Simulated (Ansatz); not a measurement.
GeH$_{3}$I (`[GeH3][I]`). The species carries charge 0 and has multiplicity 1. I takes the def2 core potential.

**Question.** What are the harmonic wavenumbers in cm⁻¹ at PBE0-D4/def2-TZVP (Ansatz, finite differences of forces, unscaled)? (Estimate.)

**Answer.** Ansatz gave: 253, 542, 542, 814, 870, 870, 2172, 2185, 2186.

**Question.** Is this a minimum?

**Answer.** Yes, all 9 modes are real.

**Question.** Give the ideal-gas thermochemistry at 298.15 K and 1 bar (rigid rotor, harmonic oscillator; point group C3v, symmetry number 3).

**Answer.** Zero-point energy 62.4 kJ/mol; H(298) − E = 75.1 kJ/mol; entropy 283.9 J/(mol·K), of which translation 175.1, rotation 94.8, vibration 14.0; G(298) − E = -9.5 kJ/mol.

**Question.** And at 400, 500, 600, 800 and 1000 K?

**Answer.** 
```tsv
T (K)	H − E (kJ/mol)	S (J/mol/K)	G − E (kJ/mol)
400	81.4	302.0	-39.4
500	88.4	317.4	-70.3
600	95.8	331.0	-102.8
800	112.1	354.4	-171.4
1000	129.8	374.1	-244.3
```

**Question.** Rotational constants (cm⁻¹)?

**Answer.** 2.613, 0.05477, 0.05477.
